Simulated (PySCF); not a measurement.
C2H7ClFNSi, SMILES CC[Si@](N)(F)Cl.

Geometry optimised at PBE-D3(BJ)/def2-SVP. The structure was generated by enumeration; whether it is a known compound was not checked. One conformer was computed; it need not be the lowest.

The numbers are results of TDA-PBE0/def2-SVPD (PySCF), not measurements.

Vertical excitations. The molecule is in vacuum.

```tsv
state	energy (eV)	λ (nm)	f	main pairs
S1	7.04	176	0.037	HOMO→LUMO 94 %
S2	7.84	158	0.008	HOMO→LUMO+1 64 %, HOMO→LUMO+2 24 %
S3	7.90	157	0.066	HOMO−1→LUMO 97 %
S4	8.39	148	0.012	HOMO−2→LUMO 46 %, HOMO→LUMO+2 25 %, HOMO→LUMO+1 9 %, HOMO→LUMO+4 7 %
S5	8.43	147	0.028	HOMO→LUMO+3 32 %, HOMO−2→LUMO 25 %, HOMO→LUMO+2 23 %, HOMO→LUMO+1 10 %
S6	8.49	146	0.019	HOMO−3→LUMO 38 %, HOMO−1→LUMO+1 31 %, HOMO−1→LUMO+2 19 %
S7	8.57	145	0.019	HOMO→LUMO+3 41 %, HOMO→LUMO+2 13 %, HOMO→LUMO+4 12 %, HOMO→LUMO+5 10 %
S8	8.61	144	0.017	HOMO→LUMO+4 41 %, HOMO−2→LUMO 16 %, HOMO→LUMO+3 13 %, HOMO→LUMO+5 10 %
S9	8.72	142	0.062	HOMO−1→LUMO+1 52 %, HOMO−3→LUMO 19 %, HOMO−1→LUMO+2 10 %
S10	8.85	140	0.040	HOMO−1→LUMO+2 61 %, HOMO−3→LUMO 32 %
T1	6.62	187	0	HOMO→LUMO 86 %
T2	7.61	163	0	HOMO→LUMO+1 55 %, HOMO−1→LUMO 15 %
T3	7.66	162	0	HOMO−1→LUMO 67 %, HOMO→LUMO+1 12 %
T4	7.91	157	0	HOMO→LUMO+2 54 %, HOMO→LUMO+3 11 %
```
Triplets are in the Tamm–Dancoff approximation.
